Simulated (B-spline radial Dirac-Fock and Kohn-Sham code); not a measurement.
## Binding energies of Cr at several levels of theory

System: neutral chromium in the configuration [Ar] 3d6 (not the ground configuration).

The density-functional columns are spherical, spin-unpolarised Dirac-Kohn-Sham results without Breit or QED terms: −ε is minus the orbital energy of the initial state and ΔSCF the difference of two total energies. The reference in the last column comes from Dirac-Fock ΔSCF + Breit + QED. All numbers are from a B-spline atomic structure program, in eV; a selection of levels is shown. The Kohn-Sham columns are given as differences from the reference.

```
     level  LDA −ε − DF  LDA ΔSCF − DF  Dirac-Fock
    K (1s)       -127.5          +10.3      5991.0
   L1 (2s)        -36.3          -18.2       699.2
L2 (2p1/2)        -21.5           +1.2       585.0
L3 (2p3/2)        -21.7           +0.6       576.5
   M1 (3s)        -10.4           -5.6       81.70
M2 (3p1/2)         -4.7            0.0       48.57
M3 (3p3/2)         -4.8           -0.1       47.63
 M4,5 (3d)         -0.2           +3.7        1.68
```

Values without a named source are computed, but for edge energies of neutral atoms, which are taken from tables.
